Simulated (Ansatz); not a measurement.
Start from `[CH3][SnH]([F])[SH]` and change one atom or group to get `C[O][Sn]([CH3])([F])[SH]`.

Ansatz, PBE0-D4/def2-TZVP geometries, multiplicity 1. Each molecule was computed in one conformer, which needn't be the lowest.

Elements past krypton have def2 core potentials.

| property | `[CH3][SnH]([F])[SH]` |
| --- | --- |
| HOMO–LUMO gap (B3LYP/def2-TZVPP) / eV | 6.47 |
| HOMO energy (PBE0/def2-TZVPP) / eV | -7.68 |
| HOMO energy (PBE/def2-TZVPP) / eV | -6.42 |
| LUMO energy (ωB97M-V/def2-TZVPP) / eV | 1.23 |
| LUMO energy (B3LYP/def2-TZVPP) / eV | -0.95 |
| LUMO energy (PBE0/def2-TZVPP) / eV | -0.63 |

Problem. Give the same properties after the change, and the shifts. (An estimate is asked.)

Solution. Ansatz gave: 
```json
{"property": "HOMO–LUMO gap (B3LYP/def2-TZVPP) / eV", "`C[O][Sn]([CH3])([F])[SH]`": "6.08", "shift": "-0.39"}
{"property": "HOMO energy (PBE0/def2-TZVPP) / eV", "`C[O][Sn]([CH3])([F])[SH]`": "-7.77", "shift": "-0.09"}
{"property": "HOMO energy (PBE/def2-TZVPP) / eV", "`C[O][Sn]([CH3])([F])[SH]`": "-6.39", "shift": "0.03"}
{"property": "LUMO energy (ωB97M-V/def2-TZVPP) / eV", "`C[O][Sn]([CH3])([F])[SH]`": "0.82", "shift": "-0.41"}
{"property": "LUMO energy (B3LYP/def2-TZVPP) / eV", "`C[O][Sn]([CH3])([F])[SH]`": "-1.42", "shift": "-0.47"}
{"property": "LUMO energy (PBE0/def2-TZVPP) / eV", "`C[O][Sn]([CH3])([F])[SH]`": "-1.10", "shift": "-0.47"}
```

With PBE0 the HOMO falls by 0.09 eV and the LUMO falls by 0.47 eV, so the gap narrows by about 0.38 eV. PBE moves the HOMO by 0.03 eV and ωB97M-V by -0.10 eV.

B3LYP here is the variant with VWN-RPA as its local correlation; programs differ in this.
